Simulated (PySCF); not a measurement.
C5H4O2. Atoms are numbered in the order given.

```xyz
11

C      0.0000     0.0000     2.9031
C      0.0000     0.0000     1.5921
C      0.0000     0.0000     0.2753
O      0.0000     1.1265    -0.5265
C      0.0000     0.6681    -1.8289
C      0.0000    -0.6681    -1.8289
O      0.0000    -1.1265    -0.5265
H      0.9312     0.0000     3.4885
H     -0.9312     0.0000     3.4885
H      0.0000     1.4155    -2.6147
H      0.0000    -1.4155    -2.6147
```
Charge 0, spin multiplicity 1.

Coordinates come from a TPSSh-D3(BJ)/def2-SVP optimisation. The structure was generated by enumeration, and PubChem lists no compound with its InChIKey, so it may never have been made.

Level of theory: PBE/def2-TZVP in PySCF.

Isolated molecule, no solvent.

```
Quantity                                                                                                        Result
---------------------------------------------------------------------------------------------  -----------------------
total energy                                                                                        -343.00761 hartree
point group                                                                                                        C2v
highest occupied level                                                                                        -4.47 eV
lowest empty level                                                                                            -1.51 eV
orbital gap                                                                                                    2.96 eV
dipole moment                                                                                                   1.63 D
quadrupole, principal values (traceless, Buckingham form, about the centre of nuclear charge)  -5.56, -5.56, 11.12 D·Å
mean static polarisability                                                                       69.8 bohr³ (10.35 Å³)
polarisability, principal values                                                               41.3, 53.8, 114.4 bohr³
```
